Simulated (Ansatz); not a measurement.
`[NH2][Al]([F])[PH2]` + SiH₄ → `[NH2][Al]([F])[SiH3]` + PH₃  (formal exchange of groups at the Al–P bond)

Computed with Ansatz on PBE0-D4/def2-TZVP structures; ΔE is electronic, products minus reactants. CCSD(T)/CBS is the MP2 limit (def2-TZVPP, def2-QZVPP) plus CCSD(T) − MP2 in def2-TZVPP, frozen cores. This one scheme is used for every species. Functionals use def2-TZVPP. One conformer a species, not always the lowest.

```json
{"level": "revPBE", "ΔE (kcal/mol)": "7.5"}
{"level": "r2SCANh", "ΔE (kcal/mol)": "9.4"}
```

(1) What does CCSD(T)/CBS give? (An estimate is asked.)

(2) What do rigid-rotor, harmonic-oscillator terms from PBE0-D4/def2-TZVP frequencies (298.15 K, 1 bar) make of the CCSD(T)/CBS value? (An estimate is asked.)

Largest T1 diagnostic among the species: 0.013.

## Answers

(1) The calculation gave: +9.5 kcal/mol. The listed levels differ from it by -2.0, -0.1 kcal/mol.

(2) The calculation gave: ΔZPE = +0.1 kcal/mol, ΔH = +9.8 kcal/mol, ΔS = 17 J/(mol·K), ΔG = +8.6 kcal/mol. Modes under 50 cm⁻¹ make the entropy rough.

At CCSD(T), def2-SVP lies −1.7 kcal/mol from the extrapolated value and def2-TZVPP −0.4 kcal/mol. From BLYP to BHLYP (50 % exact exchange), in def2-TZVPP and without D4, ΔE moves by +1.1 kcal/mol. Leaving LDA and LC-ωPBE aside and taking each functional with its dispersion term where it has one, the values, not all of them listed here, spread over 2.2 kcal/mol, from PBE-D4 to ωB97M-V.
